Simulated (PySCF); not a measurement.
[Yb(H2O)3]2+: from a saddle point downhill

PySCF 2.14.0, RKS PBE, Yb lcecp-0-SVP with ECP60, O def2-SVP, H def2-SVP; non-relativistic Hamiltonian with scalar-relativistic core potentials where named; density fitting; no spin-orbit coupling. Relaxed within the symmetry of its start, the geometry (D3h) is

```xyz
10

Yb    0.0000    0.0000    0.0000
O     2.4113    0.0000    0.0000
H     3.0216    0.0000    0.7711
H     3.0216    0.0000   -0.7711
O    -1.2056    2.0883    0.0000
H    -1.5108    2.6168    0.7711
H    -1.5108    2.6168   -0.7711
O    -1.2057   -2.0883    0.0000
H    -1.5108   -2.6167    0.7711
H    -1.5108   -2.6167   -0.7711
```

and its lowest harmonic modes are -134, -108, -108, -15, 27, 27 cm⁻¹ (negative: unstable). It was moved along the lowest mode and relaxed again, within the group D3 that the move left.

Problem. Where does it end, and how much lower?

Solution. In D3, 0.036 eV lower, after 17 steps:
```xyz
10

Yb    0.0000    0.0000    0.0000
O     2.4079    0.0000    0.0000
H     3.0173    0.5921    0.4955
H     3.0173   -0.5922   -0.4955
O    -1.2039    2.0853    0.0000
H    -2.0214    2.3170    0.4955
H    -0.9958    2.9091   -0.4955
O    -1.2040   -2.0853    0.0000
H    -0.9959   -2.9091    0.4955
H    -2.0215   -2.3169   -0.4955
```

Problem. How do the contacts change?

Solution. 
```csv
contact,saddle (Å),end (Å)
Yb1–O2 (H2O),2.411,2.408
Yb1–O5 (H2O),2.411,2.408
Yb1–O8 (H2O),2.411,2.408
```


Problem. Is the end a minimum?

Solution. Probably not: 2 of the modes stay unstable (below −25 cm⁻¹), though so soft as to be near the noise; lowest modes -38, -38, -20, 30, 30, 117 cm⁻¹.

An lcecp potential fixes the number of 4f electrons, so in runs with it no electron can move into or out of that shell.

State: singlet in the valence, with the 4f electrons in the core potential.
